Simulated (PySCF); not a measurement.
A structure optimised at PBE-D3(BJ)/def2-SVP, used in a PySCF frequency run:

```xyz
8

B      0.1328     0.9576     0.0000
Br    -0.0763    -0.9969     0.0000
C     -1.1309     1.8813     0.0000
H     -1.7661     1.6719     0.8858
H     -0.8584     2.9547     0.0000
H     -1.7661     1.6719    -0.8858
O      1.3882     1.4680     0.0000
H      2.0749     0.7742     0.0000
```

Task: Write its SMILES, formula and point group.

Result: CB(O)Br, CH₄BBrO, Cs

Task: What are its rotational constants (standard atomic weights)?

Result: 8.5260, 2.7870, 2.1284 GHz
